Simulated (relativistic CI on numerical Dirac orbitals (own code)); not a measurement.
# One change at a time: Zn²⁷⁺

Base calculation: Dirac-Coulomb-Breit CI, KLI orbitals optimised for each configuration, QED by a radiative potential, unscaled Slater integrals.

CI space (outside the closed core 1s2): 2s, 2p, 3s, 3p, 3d, 4s, 4p, 4d, 4f, 5s, 5p, 5d, 5f, 5g, 6s, 6p, 6d. Levels of other configurations are missing.

Variants: (1) valence Slater integrals scaled by 0.9; (2) Breit term removed. Shifts of the energy above 2s 2S_1/2, in eV, for the lowest level and the first level of each name with at least 55 % of one term (blank where a level changes its place among those of its configuration and J or its character, or is not in the variant):

| Level | Base | Δ(1) | Δ(2) |
| --- | --- | --- | --- |
| 2s 2S_1/2 | 0.00 | 0.00 | 0.00 |
| 2p 2P°_1/2 | 57.54 | 0.00 | -0.84 |
| 2p 2P°_3/2 | 87.15 | 0.00 | +0.12 |
| 3s 2S_1/2 | 1561.51 | 0.00 | +0.63 |
| 3p 2P°_1/2 | 1577.49 | 0.00 | +0.39 |
| 3p 2P°_3/2 | 1586.25 | 0.00 | +0.67 |
| 3d 2D_3/2 | 1592.17 | 0.00 | +0.85 |
| 3d 2D_5/2 | 1594.94 | 0.00 | +0.87 |
| 4s 2S_1/2 | 2100.04 | 0.00 | +0.77 |
| 4p 2P°_1/2 | 2106.62 | 0.00 | +0.67 |
| 4p 2P°_3/2 | 2110.31 | 0.00 | +0.79 |
| 4d 2D_3/2 | 2112.76 | 0.00 | +0.86 |
| 4d 2D_5/2 | 2113.93 | 0.00 | +0.87 |
| 4f 2F°_5/2 | 2114.06 | 0.00 | +0.87 |
| 4f 2F°_7/2 | 2114.65 | 0.00 | +0.87 |
| 5s 2S_1/2 | 2347.29 | 0.00 | +0.82 |
| 5p 2P°_1/2 | 2350.62 | 0.00 | +0.77 |
| 5p 2P°_3/2 | 2352.51 | 0.00 | +0.83 |
| 5d 2D_3/2 | 2353.76 | 0.00 | +0.87 |
| 5d 2D_5/2 | 2354.36 | 0.00 | +0.87 |
| 5f 2F°_5/2 | 2354.43 | 0.00 | +0.87 |
| 5f 2F°_7/2 | 2354.73 | 0.00 | +0.87 |

At this charge energies of transitions that change n are usually good to better than 1 %, and those within a shell (Δn = 0) to a few per cent.

Ionisation energy from the two ground configurations alone: base 2781.75 eV; Breit term removed 2782.63 eV. The NIST ASD value (theoretical) is 2782 eV.
